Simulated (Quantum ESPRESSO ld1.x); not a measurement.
Input file for ld1.x (Quantum ESPRESSO 7.5):

```
 &input
    atom='Hf',
    iswitch=1,
    rel=1,
    dft='SLA-VWN',
    config='[Kr] 4d10 4f12 5s2 5p2',
    verbosity='high',
    prefix='ld1',
    max_out_wfc=37,
    file_charge='ld1.rho',
 /
```

It prints (banner and zero overlaps left out):

```
     Program LD1 v.7.5 starts

     --------------------------- All-electron run ----------------------------

     scalar relativistic calculation

     atomic number is 72.00
     dft =SLA-VWN   lsd =0 sic =0 latt =0  beta=0.20 tr2=1.0E-14
     Exchange-correlation= SLA-VWN
                           (   1   2   0   0   0   0   0)
     mesh =2111 r(mesh) =  99.81654 a.u. xmin = -8.00 dx = 0.00800
     1 Ry =  13.60569312 eV, c = 137.03599908

     n l     nl                  e(Ry)          e(Ha)          e(eV)
     1 0     1S 1( 2.00)   -4808.074355040   -2404.037177520 -65417.1841872
     2 0     2S 1( 2.00)    -833.554720161    -416.777360080 -11341.0897237
     2 1     2P 1( 6.00)    -733.839489884    -366.919744942  -9984.3949009
     3 0     3S 1( 2.00)    -200.287920988    -100.143960494  -2725.0559892
     3 1     3P 1( 6.00)    -170.501406195     -85.250703098  -2319.7898097
     4 0     4S 1( 2.00)     -50.858332333     -25.429166166   -691.9628625
     4 1     4P 1( 6.00)     -41.036826762     -20.518413381   -558.3344717
     3 2     3D 1(10.00)    -135.189564074     -67.594782037  -1839.3477222
     4 2     4D 1(10.00)     -28.333584339     -14.166792169   -385.4980536
     4 3     4F 1(12.00)     -14.161655657      -7.080827829   -192.6791410
     5 0     5S 1( 2.00)     -16.623480763      -8.311740382   -226.1739779
     5 1     5P 1( 2.00)     -13.801541001      -6.900770501   -187.7795315

     final scf error:  2.8E-15 reached in  29 iterations

     Etot =  -30076.505800 Ry,  -15038.252900 Ha, -409211.708131 eV

     Ekin =   32957.050862 Ry,   16478.525431 Ha,  448403.520266 eV
     Encl =  -73393.598037 Ry,  -36696.799019 Ha, -998570.772090 eV
     Eh   =   10943.898416 Ry,    5471.949208 Ha,  148899.323423 eV
     Exc  =    -583.857041 Ry,    -291.928521 Ha,   -7943.779730 eV
```

Run on one thread of a shared host, so times are rough (Intel(R) Xeon(R) Processor @ 2.60GHz): 0.71 s of CPU time, 0.74 s wall, 29 iterations on 2111 mesh points.
